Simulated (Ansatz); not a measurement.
`O[SiH](O)Br` and `O[SiH](O)[SiH3]` differ in one atom or group.

Ansatz, PBE0-D4/def2-TZVP geometries, multiplicity 1. Each molecule was computed in one conformer, which needn't be the lowest.

Scalar relativity is left out up to krypton. Spin–orbit coupling is left out; it splits and shifts lone-pair levels of the heavy atoms by tenths of an eV.

```tsv
property	`O[SiH](O)Br`
size of the dipole moment (ωB97M-V/def2-TZVPP) / D	1.39
LUMO energy (ωB97M-V/def2-TZVPP) / eV	2.09
HOMO–LUMO gap (PBE0/def2-TZVPP) / eV	9.18
ideal-gas entropy at 298 K and 1 bar (rigid rotor, harmonic PBE0-D4/def2-TZVP) / J/(mol·K)	330
HOMO–LUMO gap (ωB97M-V/def2-TZVPP) / eV	12.94
LUMO energy (B3LYP/def2-TZVPP) / eV	0.20
```

**Question.** What does the change do to each property? (Best estimate.)

**Answer.** The calculation gave: 
| property | `O[SiH](O)[SiH3]` | shift |
| --- | --- | --- |
| size of the dipole moment (ωB97M-V/def2-TZVPP) / D | 1.15 | -0.24 |
| LUMO energy (ωB97M-V/def2-TZVPP) / eV | 1.51 | -0.58 |
| HOMO–LUMO gap (PBE0/def2-TZVPP) / eV | 7.77 | -1.41 |
| ideal-gas entropy at 298 K and 1 bar (rigid rotor, harmonic PBE0-D4/def2-TZVP) / J/(mol·K) | 346 | 16 |
| HOMO–LUMO gap (ωB97M-V/def2-TZVPP) / eV | 11.50 | -1.44 |
| LUMO energy (B3LYP/def2-TZVPP) / eV | -0.37 | -0.57 |

With PBE0 the HOMO rises by 0.70 eV and the LUMO falls by 0.71 eV, so the gap narrows by about 1.41 eV. PBE moves the HOMO by 0.57 eV and ωB97M-V by 0.86 eV. The zero-point energy changes by 61.8 kJ/mol with +9 modes. Dipoles are sizes alone; their direction can turn.

B3LYP here is the variant with VWN-RPA as its local correlation; programs differ in this.
